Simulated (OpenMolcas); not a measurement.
**Ti2+ in CaO: curves along the breathing mode**

Ti2+ with its 6 nearest oxide ions, on the Ca site of CaO (a = 4.8105 Å, distance in the model lattice 2.405 Å). The rest of the host is ab initio model potentials to 7.6 Å, with orthogonalisation functions on the cations behind the ligands, and point charges beyond; the distance is set by hand and nothing relaxes. Ligand basis ANO-RCC-VDZP.

```
Program             : OpenMolcas 26.06
Method              : SS-CASPT2, IPEA 0.25 Eh, imaginary shift 0.1 Eh (closed shells correlated: 3s 3p and the ligand valence shells)
Basis               : ANO-RCC-VDZP [5s4p2d1f]
Scalar Hamiltonian  : DKH2, point nucleus
Active space        : 2 electrons in 5 orbitals (3d)
State averaging     : 2S+1 = 3 even, 10 roots; 2S+1 = 1 even, 15 roots
Spin-orbit coupling : state interaction with AMFI integrals over the reference wave functions
```

Spin-free energies (labels of O, the rotations of Oh) in cm-1 above the lowest fitted minimum, as all ligands move together:

| R (Å) | 3T1 | 1T2 | 1E | 1A1 | 3T1(2) | 1T2(2) | 1T1 |
| --- | --- | --- | --- | --- | --- | --- | --- |
| 2.146 | 5650 | 14310 | 14680 | 24460 | 30580 | 32610 | 35270 |
| 2.197 | 1800 | 10530 | 10910 | 20580 | 25670 | 27730 | 30390 |
| 2.247 | 140 | 8880 | 9300 | 18870 | 23050 | 25100 | 27740 |
| 2.298 | 400 | 9170 | 9610 | 19070 | 22460 | 24460 | 27160 |
| 2.348 | 2410 | 11140 | 11660 | 21050 | 23730 | 25740 | 28430 |
| 2.399 | 6200 | 14920 | 15500 | 24790 | 26860 | 28870 | 31520 |
| 2.449 | 11590 | 20350 | 20910 | 30130 | 31680 | 33670 | 36340 |

Cubic fits give the following; the wavenumber is harmonic, with the mass of all moving ligands, small differences in it between states hang on the degree of the fit, a number in brackets counts states of one label, and the table is a selection of at most 14 states with clean curves.

```
 State  R0 (Å)  Breathing mode (cm-1)  Minimum (cm-1)
   3T1   2.266                    512               0
   1T2   2.266                    509            8750
    1E   2.265                    511            9180
   1A1   2.268                    511           18710
3T1(2)   2.288                    519           22390
1T2(2)   2.289                    518           24420
   1T1   2.289                    518           27090
   3A2   2.312                    527           28940
 1E(2)   2.313                    525           39820
1A1(2)   2.312                    521           52190
```

The minimum of 3T1(2) is shifted by +0.0219 Å against 3T1 (from the unrounded fits). With M = 96.0 u for the moving shell, the Huang-Rhys factor in this mode is S = M ω ΔR² / 2ħ = 0.01483 × 96.0 × 512 × 0.0219² = 0.35. Only the first shell moves, against a rigid host.

Roots that are degenerate in the reference are averaged as groups; the widest CASPT2 spread within a group is 660 cm-1 (the 3-fold group of multiplicity 3 near 13200 cm-1 above the lowest state of its run, R = 2.298). Shifts and gaps below about the spread of the groups concerned are not significant. Over all roots computed the reference weight is 0.71 to 0.72 in R = 2.146, 0.71 to 0.72 in R = 2.197, 0.71 to 0.72 in R = 2.247, 0.71 to 0.72 in R = 2.298, 0.71 to 0.72 in R = 2.348, 0.71 to 0.72 in R = 2.399, 0.71 to 0.72 in R = 2.449; a low but even weight reflects the number of correlated electrons. An orbital triplet at a regular site is open to Jahn-Teller coupling, which can distort the site and quench the lowest spin-orbit gaps and is left out. Ligand-to-metal charge-transfer states are missing. With no ligand orbital active B as a rule stays too high, so bands that hang on it stand too high and its fall with covalency is understated. With one d shell and no ligand orbital active, 10Dq can be off by tens of per cent for divalent 3d ions, low with halides held by bare charges and at times high in hosts. Free-ion shares, where given, are those of the reference states; single-state CASPT2 does not remix them (holds for R = 2.348; R = 2.399; R = 2.449). No measured value stands beside these numbers.
